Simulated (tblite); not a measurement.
Compound: C₆H₁₁OPS.
Geometry (GFN2-xTB, Å), atoms numbered from 1 in this order:
```xyz
20
C6H11OPS angstrom
C      2.978   -0.306   -0.114
C      1.895    0.718   -0.303
O      1.984    1.672   -1.031
P      0.385    0.482    0.761
C     -0.106   -1.217    0.152
C     -1.552   -1.499    0.527
S     -2.723   -0.523   -0.469
C     -2.238    1.146    0.075
C     -0.797    1.469   -0.279
H      2.733   -1.188   -0.705
H      3.034   -0.599    0.933
H      3.934    0.087   -0.453
H      0.017   -1.288   -0.933
H      0.543   -1.954    0.634
H     -1.740   -1.281    1.580
H     -1.812   -2.539    0.326
H     -2.927    1.818   -0.436
H     -2.410    1.209    1.152
H     -0.607    1.279   -1.340
H     -0.597    2.527   -0.081
```

Method: GFN2-xTB as coded in tblite; computed harmonic values from a numerical Hessian at the method's own geometry, unscaled. The method is semi-empirical: single wavenumbers can be off by several per cent or more. One conformer, not necessarily the lowest.

Harmonic wavenumbers (cm⁻¹): 47.6, 80.0, 107.6, 134.0, 193.1, 202.5, 236.8, 286.8, 303.2, 340.6, 405.2, 449.9, 517.6, 630.4, 652.6, 682.1, 686.4, 700.6, 797.5, 866.3, 867.7, 929.4, 949.7, 980.9, 1040.1, 1046.1, 1066.1, 1096.9, 1103.2, 1127.9, 1159.3, 1243.2, 1248.3, 1250.0, 1263.4, 1360.1, 1415.7, 1423.1, 1437.0, 1440.9, 1442.2, 1449.3, 1740.0, 2934.5, 2939.9, 2943.1, 2949.8, 2954.6, 2956.3, 2989.8, 2993.8, 3005.0, 3017.7, 3035.5.

A = 2350, B = 761.0, C = 647.9 MHz; mass 162.027 u (most abundant isotopes); point group C1, symmetry number 1.

What is the zero-point energy?

½Σν̃ = 34561 cm⁻¹ = 98.81 kcal/mol.

Give the ideal-gas entropy at 400 K and 1 bar in the rigid-rotor, harmonic-oscillator model (classical rotation).

Translation 42.64, rotation 30.88, vibration 42.19: S = 115.7 cal/(mol K).

And Cp and H(400 K) − H(0)?

Cp = 51.90 cal/(mol K), of which vibrations give 43.95 (their classical limit is 54 R = 107.3); H(400 K) − H(0) = 12.07 kcal/mol without the zero-point energy, 8.89 from vibrations.

What must be added to the electronic energy to get the Gibbs energy at 400 K and 1 bar?

ZPE + [H(400 K) − H(0)] − T·S = 98.81 + 12.07 − 46.28 = 64.60 kcal/mol.

Blend soft modes into free rotors: weight 1/[1 + (100 cm⁻¹/ν̃)⁴] for the oscillator and the rest for a rotor with moment μB/(μ + B), μ = h/(8π²ν), B = 10⁻⁴⁴ kg m². What vibrational entropy results?

39.36 cal/(mol K) in place of 42.19, which changes −T·S at 400 K by +1.13 kcal/mol.

Which modes carry the vibrational entropy at 400 K?

47.6 cm⁻¹: 5.50; 80.0 cm⁻¹: 4.47; 107.6 cm⁻¹: 3.89; 134.0 cm⁻¹: 3.46; 193.1 cm⁻¹: 2.75; 202.5 cm⁻¹: 2.66 cal/(mol K); the other 48 give 19.47 together.

How do the functions run with temperature in this model?

```
 T (K)  S (cal/(mol K))  Cp (cal/(mol K))  H − H(0) (kcal/mol)  G − H(0) (kcal/mol)  ln q(vib)
   150             80.1              25.0                 2.44                -9.57       3.04
   250             95.3              35.8                 5.47               -18.36       5.84
298.15            102.1              41.1                 7.32               -23.12       7.19
   600            140.1              68.2                24.19               -59.84      15.57
   900            170.9              83.6                47.17              -106.65      23.39
```

q(vib) and H(0) count from the zero-point level.

Hindered rotation and anharmonicity are outside this model. Other conformers, if any are populated, would add a mixing term that is left out. The structure is chiral; the term R ln 2 for an equal mix with its mirror image is left out.
